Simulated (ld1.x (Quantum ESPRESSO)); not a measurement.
# O (Z = 8): excitation energies, all-electron against ultrasoft

ld1.x (Quantum ESPRESSO) 7.5 input, shortened:

```
&input
   title='O', zed=8., rel=1, dft='BP', iswitch=3,
   config='[He] 2s2 2p4 3d-2'
 /
 &inputp
   pseudotype=3, tm=.true., lloc=-1, rcloc=1.10,
   nlcc=.false.
 /
5
2S  1  0   2.00   0.00  0.75  0.80  0.0
2S  1  0   0.00  -1.15  0.75  0.80  0.0
2P  2  1   4.00   0.00  1.70  2.15  0.0
2P  2  1   0.00  -0.05  1.70  2.15  0.0
3D  3  2  -2.00   0.45  1.15  1.55  0.0
 &test
   configts(1)='2s2 2p4'
 /
```

Energies are relative to the spin-unpolarised reference configuration 2s2 2p4; without spin polarisation the order of configurations can differ from experiment.

(1) Give the all-electron excitation energy and the error of the potential for: 2s2 2p3; 2s2 2p2; 2s2 2p1; 2s2 2p3.5; 2s2 2p4.3; 2s0 2p6; 2s1 2p5.

Levels in the configuration 2s2 2p2:

```json
{"level": "2s", "all-electron (eV)": "-58.458", "pseudo (eV)": "-57.918"}
{"level": "2p", "all-electron (eV)": "-43.319", "pseudo (eV)": "-42.546"}
```

Answers

(1)

| valence configuration | charge | ΔE all-electron (eV) | error AE − PS (meV) |
| --- | --- | --- | --- |
| 2s2 2p3 | +1 | 16.521 | +88 |
| 2s2 2p2 | +2 | 50.189 | +569 |
| 2s2 2p1 | +3 | 104.124 | +1663 |
| 2s2 2p3.5 | +0.5 | 6.332 | +15 |
| 2s2 2p4.3 | -0.3 | -2.152 | +2.5 |
| 2s0 2p6 | 0 | 29.929 | +31 |
| 2s1 2p5 | 0 | 14.948 | +7.3 |

ld1.x printed “convergence not achieved” for 6 of the counted tests; their residual had stalled under 1e-8, short of the target of 1e-14.
